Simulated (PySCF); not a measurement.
Al(Me)(OH)(SeH) (CH5AlOSe), SMILES [CH3][Al]([OH])[SeH]. Atoms are numbered in the order given.

```xyz
9

Al    -0.8122     0.4977     0.2217
C     -2.5414    -0.3637     0.0661
H     -2.4723    -1.3935    -0.3158
H     -3.1963     0.2096    -0.6103
H     -3.0422    -0.3968     1.0476
O     -0.7474     2.1157     0.7480
H      0.0213     2.6716     0.8761
Se     1.1314    -0.6698    -0.3021
H      2.0072     0.4702     0.0112
```
Charge 0, spin multiplicity 1.

Coordinates come from a PBE0-D3(BJ)/def2-SVP optimisation. The structure was generated by enumeration; whether it is a known compound was not checked. The values are those of a single conformer.

All values below come from PBE0-D3(BJ)/def2-SVP run with PySCF.

Frequencies are harmonic and unscaled.

| mode | ν (cm⁻¹) | IR (km/mol) | Raman (Å⁴/amu) | depolarisation | moving atoms (share of kinetic energy) |
|---|---|---|---|---|---|
| 1 | 19 | 0.2 | 0.0 | – | H 98 % |
| 2 | 131 | 4.4 | 1.3 | 0.69 | C 35 %, H 24 %, Al 18 %, Se 12 %, O 10 % |
| 3 | 186 | 11.7 | 3.3 | 0.49 | O 52 %, H 19 %, Se 15 %, C 9 % |
| 4 | 199 | 7.9 | 1.0 | 0.75 | Al 52 %, H 31 %, O 11 % |
| 5 | 213 | 2.9 | 1.9 | 0.75 | H 86 %, Al 9 % |
| 6 | 339 | 145.3 | 2.0 | 0.75 | H 87 %, O 12 % |
| 7 | 354 | 18.8 | 11.5 | 0.12 | Al 41 %, Se 25 %, C 12 %, O 12 %, H 9 % |
| 8 | 518 | 128.4 | 2.8 | 0.74 | H 89 %, O 8 % |
| 9 | 577 | 61.2 | 8.4 | 0.61 | H 85 % |
| 10 | 650 | 32.8 | 1.8 | 0.72 | H 76 %, C 18 % |
| 11 | 659 | 67.3 | 7.7 | 0.09 | C 35 %, Al 31 %, H 23 %, O 11 % |
| 12 | 702 | 128.0 | 1.0 | 0.69 | H 67 %, C 20 %, Al 10 % |
| 13 | 891 | 99.7 | 1.7 | 0.34 | Al 45 %, O 44 %, H 10 % |
| 14 | 1212 | 26.5 | 3.7 | 0.05 | H 79 %, C 21 % |
| 15 | 1420 | 2.7 | 11.3 | 0.75 | H 96 % |
| 16 | 1422 | 2.7 | 8.5 | 0.75 | H 95 % |
| 17 | 2453 | 13.3 | 159.0 | 0.30 | H 99 % |
| 18 | 3052 | 1.3 | 137.1 | 0.01 | H 97 % |
| 19 | 3151 | 1.4 | 98.9 | 0.75 | H 91 %, C 9 % |
| 20 | 3166 | 2.3 | 79.2 | 0.74 | H 91 %, C 9 % |
| 21 | 3999 | 97.7 | 102.6 | 0.29 | H 94 % |
